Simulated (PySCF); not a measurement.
Geometries of 2 isomers of C7H6O2, from PBE0-D3(BJ)/def2-SVP geometry optimisation, gas phase in PySCF 2.14.0. One conformer each, no zero-point energy, no frequencies.

Question: Which isomer lies lower at this level?
A.
```xyz
15
angstrom
O      2.714   -0.188   -0.661
C      1.767   -0.963   -0.657
C      0.414   -0.588   -0.293
C     -0.628   -1.532   -0.312
C     -1.917   -1.169    0.034
C     -2.171    0.161    0.408
C     -1.164    1.112    0.437
C      0.148    0.755    0.086
O      1.104    1.666    0.116
H      1.922   -2.029   -0.945
H     -0.398   -2.559   -0.608
H     -2.725   -1.902    0.019
H     -3.187    0.456    0.683
H     -1.359    2.146    0.726
H      1.942    1.215   -0.162
```
B.
```xyz
15
angstrom
O      1.386   -1.722    1.844
C      1.776   -0.594    1.797
O      1.299    0.407    1.048
C      0.246    0.318    0.157
C     -0.541   -0.817   -0.051
C     -1.574   -0.746   -0.987
C     -1.825    0.423   -1.701
C     -1.029    1.547   -1.479
C      0.005    1.496   -0.551
H      2.624   -0.194    2.390
H     -0.346   -1.730    0.504
H     -2.193   -1.631   -1.154
H     -2.638    0.459   -2.429
H     -1.213    2.471   -2.031
H      0.643    2.361   -0.357
```

Answer: A. That is salicylaldehyde (`O=Cc1ccccc1O`), 6.9 kcal/mol below the other.

```tsv
SMILES	atoms numbered as above	E (Eh)	relative (kcal/mol)	relative (kJ/mol)	dipole (D)
O=Cc1ccccc1O	[O:1]=[CH:2][c:3]1[cH:4][cH:5][cH:6][cH:7][c:8]1[OH:9]	-420.04312	0.0	0.0	2.81
O=COc1ccccc1	[O:1]=[CH:2][O:3][c:4]1[cH:5][cH:6][cH:7][cH:8][cH:9]1	-420.03208	6.9	29.0	1.67
```

As drawn, the lower has an O–H bond, which the higher lacks; the higher has a C(=O)–O unit, which the lower lacks.
